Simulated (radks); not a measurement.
Excited configurations of neutral europium: one electron is placed in a higher orbital outside [Xe] 4f7 6s1. The ground configuration is [Xe] 4f7 6s2. Calculated with a radial shooting solver on a logarithmic mesh with Libxc functionals: Dirac Kohn-Sham, PBEsol, spin-unpolarised, spherical densities, finite nucleus; open shells fill j = l - 1/2 first; Fermi nuclear charge, rms radius 5.1115 fm. Excitation = E - E(ground); binding = E(ion) - E, where the ion is the core of charge +1; n* = 1/sqrt(2 binding) in atomic units, and the quantum defect is n - n*.

| outer orbital | excitation (eV) | binding (eV) | n* | quantum defect | eigenvalue (eV) | <r> (bohr) |
|---|---|---|---|---|---|---|
| 5d3/2 | 2.076 | 3.955 | 1.855 | 3.145 | -1.104 | 3.667 |
| 5f5/2 | 5.114 | 0.917 | 3.851 | 1.149 | -0.423 | 17.01 |
| 6p1/2 | 2.362 | 3.669 | 1.926 | 4.074 | -1.863 | 5.522 |
| 6d3/2 | 4.563 | 1.469 | 3.043 | 2.957 | -0.714 | 11.50 |
| 6f5/2 | 5.392 | 0.640 | 4.612 | 1.388 | -0.361 | 28.76 |
| 7s1/2 | 3.914 | 2.118 | 2.535 | 4.465 | -1.260 | 10.18 |
| 7p1/2 | 4.439 | 1.593 | 2.923 | 4.077 | -0.919 | 12.81 |
| 7d3/2 | 5.118 | 0.914 | 3.859 | 3.141 | -0.521 | 21.47 |
| 7f5/2 | 5.565 | 0.467 | 5.399 | 1.601 | -0.283 | 42.94 |

The Delta-SCF ionisation energy is 6.032 eV (NIST Atomic Spectra Database: 5.670 eV, measured). Self-interaction in the functional shifts the binding energies and quantum defects, so they are the method's values and not measured ones. Spin polarisation and multiplet splitting are left out, so open shells lie too high by an amount that depends on their filling.

Beside tabulated values, note that spin-unpolarised runs miss the spin-polarisation part of the exchange energy of open shells.
